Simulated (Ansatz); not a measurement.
Born–Oppenheimer molecular dynamics of a periodic cell of 17 atoms, Ba₁₆H (host Ba, host structure bcc, interstitial H). It goes on from the last frame of an earlier run, with new velocities.

All numbers below come from Ansatz 0.2.0, DFT PBE-D3(BJ), scalar-relativistic, plane waves, PAW. Settings: accuracy low, cutoff 420 eV, k mesh 2x2x2, fermi-dirac smearing 0.15 eV, no spin polarisation.

```
ensemble                      : NVE (velocity Verlet)
time step                     : 0.75 fs
steps asked                   : 230
starting velocities drawn for : 840 K
seed                          : 519436
```

First frame:

```xyz
17
Lattice="10.0400 0.0000 0.0000 0.0000 10.0400 0.0000 0.0000 0.0000 10.0400" Properties=species:S:1:pos:R:3
Ba 0.297 0.103 0.196
Ba 4.792 -0.015 0.002
Ba -0.010 5.231 -0.011
Ba -0.133 0.407 4.972
Ba 2.543 2.763 2.317
Ba 4.930 5.287 -0.064
Ba 4.887 -0.278 4.996
Ba 7.404 2.290 2.811
Ba -0.188 4.716 4.779
Ba 2.319 7.574 2.633
Ba 2.630 2.349 7.542
Ba 4.733 4.959 5.206
Ba 7.788 7.122 2.576
Ba 7.798 2.749 7.471
Ba 2.442 7.559 7.544
Ba 8.063 7.471 7.219
H 8.585 2.509 5.146
```

Task: What does the run give?

Result: The run went to its last step.

- steps done: 230
- time covered: 172.5 fs
- mean temperature over the second half: 682 K
- spread of the potential energy over the second half: 6.9 meV per atom
- mean potential energy of the second half above the start: 19.2 meV per atom

The conserved energy stayed within 0.02 meV per atom of its start (net change 0.014 meV per atom), so the integration is sound. A run of 0.17 ps of so small a system gives no equilibrium averages. Limits of this set-up: coarse k mesh, odd electron count without spin, a small cell, in which the defect meets its images, a typed lattice constant that wasn't relaxed here, low accuracy level.

Task: What happens to the structure?

Result: Mean squared displacements from the first frame to the last, about the centre of mass: Ba 0.32 Å², H 0.19 Å². Another seed would give other details.

Task: How do temperature and energy run in time?

Result: 
```json
{"time (fs)": "0", "T (K)": "840", "potential energy less start (eV)": "0.000", "conserved less start (meV/atom)": "0.00"}
{"time (fs)": "5.25", "T (K)": "820", "potential energy less start (eV)": "0.042", "conserved less start (meV/atom)": "0.01"}
{"time (fs)": "10.5", "T (K)": "796", "potential energy less start (eV)": "0.090", "conserved less start (meV/atom)": "0.02"}
{"time (fs)": "15.75", "T (K)": "792", "potential energy less start (eV)": "0.100", "conserved less start (meV/atom)": "0.01"}
{"time (fs)": "21", "T (K)": "791", "potential energy less start (eV)": "0.102", "conserved less start (meV/atom)": "0.02"}
{"time (fs)": "26.25", "T (K)": "806", "potential energy less start (eV)": "0.070", "conserved less start (meV/atom)": "0.00"}
{"time (fs)": "31.5", "T (K)": "791", "potential energy less start (eV)": "0.102", "conserved less start (meV/atom)": "0.01"}
{"time (fs)": "36.75", "T (K)": "768", "potential energy less start (eV)": "0.150", "conserved less start (meV/atom)": "0.02"}
{"time (fs)": "42", "T (K)": "786", "potential energy less start (eV)": "0.111", "conserved less start (meV/atom)": "0.00"}
{"time (fs)": "47.25", "T (K)": "783", "potential energy less start (eV)": "0.118", "conserved less start (meV/atom)": "0.01"}
{"time (fs)": "52.5", "T (K)": "762", "potential energy less start (eV)": "0.161", "conserved less start (meV/atom)": "0.02"}
{"time (fs)": "57.75", "T (K)": "769", "potential energy less start (eV)": "0.146", "conserved less start (meV/atom)": "0.01"}
{"time (fs)": "63", "T (K)": "771", "potential energy less start (eV)": "0.144", "conserved less start (meV/atom)": "0.01"}
{"time (fs)": "68.25", "T (K)": "772", "potential energy less start (eV)": "0.140", "conserved less start (meV/atom)": "0.00"}
{"time (fs)": "73.5", "T (K)": "748", "potential energy less start (eV)": "0.191", "conserved less start (meV/atom)": "0.02"}
{"time (fs)": "78.75", "T (K)": "749", "potential energy less start (eV)": "0.188", "conserved less start (meV/atom)": "0.01"}
{"time (fs)": "84", "T (K)": "766", "potential energy less start (eV)": "0.154", "conserved less start (meV/atom)": "0.01"}
{"time (fs)": "89.25", "T (K)": "766", "potential energy less start (eV)": "0.153", "conserved less start (meV/atom)": "0.01"}
{"time (fs)": "94.5", "T (K)": "738", "potential energy less start (eV)": "0.210", "conserved less start (meV/atom)": "0.01"}
{"time (fs)": "99.75", "T (K)": "722", "potential energy less start (eV)": "0.245", "conserved less start (meV/atom)": "0.02"}
{"time (fs)": "105", "T (K)": "732", "potential energy less start (eV)": "0.223", "conserved less start (meV/atom)": "0.01"}
{"time (fs)": "110.25", "T (K)": "744", "potential energy less start (eV)": "0.198", "conserved less start (meV/atom)": "0.01"}
{"time (fs)": "115.5", "T (K)": "735", "potential energy less start (eV)": "0.217", "conserved less start (meV/atom)": "0.01"}
{"time (fs)": "120.75", "T (K)": "703", "potential energy less start (eV)": "0.284", "conserved less start (meV/atom)": "0.02"}
{"time (fs)": "126", "T (K)": "689", "potential energy less start (eV)": "0.313", "conserved less start (meV/atom)": "0.01"}
{"time (fs)": "131.25", "T (K)": "685", "potential energy less start (eV)": "0.321", "conserved less start (meV/atom)": "0.01"}
{"time (fs)": "136.5", "T (K)": "680", "potential energy less start (eV)": "0.330", "conserved less start (meV/atom)": "0.01"}
{"time (fs)": "141.75", "T (K)": "675", "potential energy less start (eV)": "0.341", "conserved less start (meV/atom)": "0.01"}
{"time (fs)": "147", "T (K)": "659", "potential energy less start (eV)": "0.375", "conserved less start (meV/atom)": "0.01"}
{"time (fs)": "152.25", "T (K)": "633", "potential energy less start (eV)": "0.429", "conserved less start (meV/atom)": "0.01"}
{"time (fs)": "157.5", "T (K)": "608", "potential energy less start (eV)": "0.480", "conserved less start (meV/atom)": "0.02"}
{"time (fs)": "162.75", "T (K)": "594", "potential energy less start (eV)": "0.509", "conserved less start (meV/atom)": "0.01"}
{"time (fs)": "168", "T (K)": "584", "potential energy less start (eV)": "0.530", "conserved less start (meV/atom)": "0.01"}
```

The run took 32 min on 4 threads of Intel(R) Xeon(R) Platinum 8488C (Sapphire Rapids), with other jobs on the host, peak memory 3.7 GiB.
